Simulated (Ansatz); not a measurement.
`F[SiH2]C[SiH](F)F` at its PBE0-D4/def2-TZVP geometry, where that method's forces vanish. Total charge 0; spin multiplicity 1.

```xyz
11

F     2.8042   -0.6494   -0.3963
Si    1.5287   -0.1280    0.4213
C     0.0378   -0.2512   -0.6883
Si   -1.5807    0.2881    0.0031
F    -1.9140   -0.5636    1.3031
F    -1.4859    1.8091    0.4547
H     1.3775   -0.9919    1.6146
H     1.7892    1.2770    0.8101
H     0.2309    0.3434   -1.5896
H    -0.0666   -1.2952   -1.0079
H    -2.7209    0.1619   -0.9249
```

**Question.** What forces (eV/Å) does ωB97M-V/def2-TZVPP give on these atoms in Ansatz? (Best estimate.)

**Answer.** Ansatz gave: 
```
F1   0.096 -0.042 -0.070
Si2 -0.139  0.104  0.222
C3   0.006 -0.012 -0.031
Si4 -0.088 -0.091 -0.299
F5  -0.018 -0.085  0.121
F6   0.023  0.142  0.040
H7   0.012  0.103 -0.137
H8  -0.036 -0.163 -0.043
H9  -0.012 -0.043  0.059
H10  0.009  0.071  0.019
H11  0.147  0.016  0.117
```
